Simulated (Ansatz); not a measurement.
`C[S][Au]` + HCl → `[Cl][Au]` + CH₃SH at 400 K and 1 bar (ligand exchange at the Au–S bond).

Gas-phase electronic energies from Ansatz, PBE0-D4/def2-TZVP geometries. CCSD(T)/CBS adds triple-zeta CCSD(T) − MP2 to the extrapolated MP2 energy (def2 sets, frozen cores). This one scheme is used for every species. def2 core potentials past Kr. For Au outer-core shells are correlated without core-valence functions, which leaves a few kJ/mol of doubt a bond.

| species | CCSD(T)/CBS energy (Eh) | H − E (kJ/mol) | S (J/(mol·K)) |
| --- | --- | --- | --- |
| `C[S][Au]` | -573.16596 | 123.0 | 332.5 |
| HCl | -460.38127 | 29.6 | 195.4 |
| `[Cl][Au]` | -595.30960 | 15.4 | 262.7 |
| CH₃SH | -438.22835 | 138.7 | 269.4 |

H − E and S are ideal-gas, rigid-rotor, harmonic terms from PBE0-D4/def2-TZVP. 1 Eh = 2625.50 kJ/mol, R = 8.31446 J/(mol·K).

Question: By hand: ΔE, ΔH, ΔS and ΔG.

Answer: ΔE = (-595.30960) + (-438.22835) − (-573.16596) − (-460.38127) = 0.00928 Eh = 24.4 kJ/mol. Δ(H − E) = 15.4 + 138.7 − 123.0 − 29.6 = 1.5, so ΔH = 25.9 kJ/mol. ΔS = 262.7 + 269.4 − 332.5 − 195.4 = 4.2 J/(mol·K). ΔG = 25.9 − 400 × (4.2)/1000 = 24.2 kJ/mol.

Question: By hand: the equilibrium constant, and the temperature at which ΔG would vanish if ΔH and ΔS stayed fixed.

Answer: log₁₀ K = −ΔG/(RT ln 10) = -3.2. ΔG = 0 at ΔH/ΔS = 6167 K, far beyond where these terms or the molecules hold.

The number of gas molecules stays the same, so ΔS is small and ΔH decides. A doubt of 5 kJ/mol in ΔE shifts log₁₀ K by 0.7 here. These are equilibria of isolated gas molecules and say nothing of rates. Largest T1 diagnostic: 0.025 (customary marks: 0.02 for closed shells, 0.045 for open ones).
